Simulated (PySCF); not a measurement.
H₁₁NSi₄, SMILES [SiH3]N[SiH2][SiH2][SiH3].

The structure is a stationary point at ωB97X-D3(BJ)/def2-SVP. The structure was generated by enumeration, and PubChem lists no compound with its InChIKey, so it may never have been made. One conformer was computed; it need not be the lowest.

Method: PBE/def2-TZVP in PySCF.

Isolated molecule, no solvent.

- total energy: -1218.73446 hartree
- highest occupied level: -5.97 eV
- lowest empty level: -1.39 eV
- orbital gap: 4.59 eV
- dipole moment: 0.86 D
- quadrupole, principal values (traceless, Buckingham form, about the centre of nuclear charge): -3.64, -1.48, 5.11 D·Å
- mean static polarisability: 124.9 bohr³ (18.51 Å³)
- polarisability, principal values: 100.1, 133.0, 141.5 bohr³
